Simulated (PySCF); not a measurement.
## KH⁺: one state, many levels of theory

State: ²Σ⁺ (doublet), unpaired electrons σ ↑. Set-up: PySCF, no relativity, basis sets K aug-pcseg-1, H aug-pcseg-1. De refers to K⁺ + H in their ground configurations, without counterpoise correction. The functionals are run spin-unrestricted. A positive dipole points towards H; it is taken about the centre of mass and depends on that origin.

| Level | Re (Å) | ωe (cm⁻¹) | De (eV) | μ (D) |
| --- | --- | --- | --- | --- |
| UHF | 3.367 | 151 | 0.026 | -0.15 |
| UHF-MP2 | 3.281 | 182 | 0.043 | n/a |
| UHF-SCS-MP2 | 3.292 | 180 | 0.042 | n/a |
| UHF-CCSD | 3.279 | 183 | 0.043 | n/a |
| UHF-CCSD(T) | 3.277 | 183 | 0.044 | n/a |
| LDA | 2.931 | 268 | 0.078 | 0.11 |
| PBE | 3.208 | 189 | 0.044 | -0.01 |
| BLYP | 3.194 | 184 | 0.038 | 0.00 |
| r²SCAN | 3.129 | 195 | 0.039 | -0.03 |
| TPSSh | 3.251 | 166 | 0.036 | -0.06 |
| PBE0 | 3.219 | 181 | 0.039 | -0.05 |

The bond length runs from 2.931 Å (LDA) to 3.367 Å (UHF). De spans 0.03 eV (UHF, mean field) to 0.08 eV (LDA, local density). Correlation at CCSD(T) changes the Hartree–Fock bond energy by +0.01 eV; the triples alone change it by +0.00 eV.

Correlated steps freeze 5 core orbitals. The bond is weak. Basis-set superposition, not corrected here, can be much of De in a small basis, most of all at correlated wavefunction levels. For an ion De counts to the pair picked by the measured ionisation energies or electron affinities, which need not be the lowest pair at this level. The state is the lowest determinant that a PBE0 search found; another state may lie lower at other levels.
